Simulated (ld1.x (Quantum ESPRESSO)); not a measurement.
# What one change does to a pseudopotential (Br (Z = 35), TM)

bromine (Br), norm-conserving Troullier–Martins (Kleinman–Bylander form), made with ld1.x (Quantum ESPRESSO) 7.5 (PBE, scalar-relativistic). Core [Ar] 3d10, reference 4s1.5 4p5.5. Waves: 4s (bound): rc 1.25 bohr; 4p (bound): rc 1.65 bohr; 4d channel at 0.05 Ry: rc 1.70 bohr. Local part: the d channel. Core correction: a·sin(br)/r model core inside 1.15 bohr.

Change: wave 4d channel at 0.05 Ry: rc 1.70 bohr becomes 4d channel at 5.1 Ry: rc 1.70 bohr.

Cutoffs: the cutoffs (Ry, on a coarse ladder) from which the occupation-weighted sum of valence levels, in a spherical-Bessel basis at the reference potential, stays within 10 and 1 mRy of its value at 400 Ry; they do not see the model core or the augmentation charge, which bear on the density cutoff. Errors are all-electron minus pseudo energies relative to the spin-unpolarised reference configuration.

Task: How do hardness, ghosts and transferability respond?

Result: The potential gets neither clearly harder nor softer (45 Ry and 100 Ry → 45 Ry and 100 Ry); of the 7 tests that both files solve, the error grows in 0 and shrinks in 6 by more than 15 % and 0.3 meV (median size 5.7 → 1.8 meV); the range in which the d phases agree widens (upper end 1.3 → at the end of the scan); neither file shows a bound ghost.

| quantity | base | changed |
| --- | --- | --- |
| cutoff, loose | 45 Ry | 45 Ry |
| cutoff, tight | 100 Ry | 100 Ry |
| bound ghosts | none | none |
| error for 4s2 4p5, meV [ΔE -6.16 eV] | -1.9 | -1.0 |
| error for 4s2 4p4, meV [ΔE 6.39 eV] | -5.7 | -1.2 |
| error for 4s2 4p3, meV [ΔE 29.15 eV] | -30 | +3.5 |
| error for 4s2 4p2, meV [ΔE 63.14 eV] | -88 | +4.4 |
| error for 4s1 4p6, meV [ΔE 6.21 eV] | -2.8 | -1.9 |
| error for 4s1 4p5, meV [ΔE 19.40 eV] | -17 | -0.1 |
| error for 4s2 4p4.5, meV [ΔE -1.09 eV] | -2.0 | -1.8 |
| s: phases at 1.85 bohr within 0.05 rad from the reference energy up to (Ry; the scan ends near 5) | 4.3 | to the end of the scan |
| p: phases at 1.85 bohr within 0.05 rad from the reference energy up to (Ry; the scan ends near 5) | to the end of the scan | to the end of the scan |
| d: phases at 1.85 bohr within 0.05 rad from the reference energy up to (Ry; the scan ends near 5) | 1.3 | to the end of the scan |
